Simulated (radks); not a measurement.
Values are calculated unless marked as measured or tabulated.
Problem. The oxygen anion O2-, [Ne], held by a Watson sphere: a shell of charge +2.51 at radius R that stands for the Madelung well of a crystal (potential energy -2.51/R inside, -2.51/r outside, in hartree with lengths in bohr). Code: a radial shooting solver on a logarithmic mesh with Libxc functionals. Model: scalar-relativistic Kohn-Sham, LB94 model potential, spin-polarised, spherical densities, finite nucleus; Fermi nuclear charge, rms radius of each element as measured or else 0.836 A^(1/3) + 0.57 fm. Response by self-consistent Sternheimer equations with the Hartree and adiabatic LDA kernel, the relativistic mass of each level held fixed and spin-orbit coupling left out. The sphere does not respond.

R (bohr)  e(1s) (eV)  e(2s) (eV)  e(2p) (eV)  <r> 2p (bohr)  sum of <r^2> (bohr^2)  X-ray form factor at sin(theta)/lambda = 0.3 1/angstrom  alpha (bohr^3)
2.44         -536.44     -29.586     -15.912          1.506                  22.23                                                    4.158           14.88
2.46         -536.36     -29.466     -15.801          1.510                  22.34                                                    4.156           15.14
2.53         -536.10     -29.058     -15.419          1.522                  22.72                                                    4.150           16.06
2.73         -535.38     -27.977     -14.396          1.554                  23.77                                                    4.139           18.95
2.9          -534.78     -27.149     -13.600          1.580                  24.64                                                    4.134           21.70
3.24         -533.66     -25.705     -12.186          1.627                  26.32                                                    4.130           28.08
3.41         -533.14     -25.072     -11.558          1.649                  27.13                                                    4.130           31.75
3.6          -532.59     -24.424     -10.910          1.671                  28.03                                                    4.131           36.28

Estimate the row for R = 3.61 bohr.

Solution. e(1s) (eV) -532.57; e(2s) (eV) -24.392; e(2p) (eV) -10.877; <r> 2p (bohr) 1.672; sum of <r^2> (bohr^2) 28.07; X-ray form factor at sin(theta)/lambda = 0.3 1/angstrom 4.131; alpha (bohr^3) 36.53.
